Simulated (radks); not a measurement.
Results of a calculation; reference values are marked as such.
Task: All-electron atom: Lu XXXIV in [Kr] 5s2 (not the ground configuration). Code: a radial shooting solver on a logarithmic mesh with Libxc functionals. Model: Dirac Kohn-Sham, revPBE, spin-unpolarised, spherical densities, finite nucleus; Fermi nuclear charge, rms radius 5.37 fm. Some entries of the table are withheld. Estimate them.

orbital,occ.,eigenvalue (eV),<r> (bohr),<1/r> (bohr^-1)
1s1/2,2,-64514.00,0.01932,82.18
2s1/2,2,-12119.18,0.08120,19.89
2p1/2,2,-11631.93,0.06738,(1)
2p3/2,4,-10514.21,0.07497,(2)
3s1/2,2,-3767.571,0.2100,7.377
3p1/2,2,-3555.123,0.1997,7.292
3p3/2,4,-3310.660,0.2132,6.552
3d3/2,4,-2955.605,(3),6.434
3d5/2,6,-2901.810,(4),6.256
4s1/2,2,-1659.087,0.4314,(5)
4p1/2,2,-1569.176,(6),(7)
4p3/2,4,-1494.905,(8),(9)
5s1/2,2,-921.5626,0.7517,1.955

Result: 
(1) 2p1/2 <1/r> (bohr^-1): 19.86
(2) 2p3/2 <1/r> (bohr^-1): 16.96
(3) 3d3/2 <r> (bohr): 0.1867
(4) 3d5/2 <r> (bohr): 0.1909
(5) 4s1/2 <1/r> (bohr^-1): 3.459
(6) 4p1/2 <r> (bohr): 0.4296
(7) 4p1/2 <1/r> (bohr^-1): 3.387
(8) 4p3/2 <r> (bohr): 0.4502
(9) 4p3/2 <1/r> (bohr^-1): 3.143
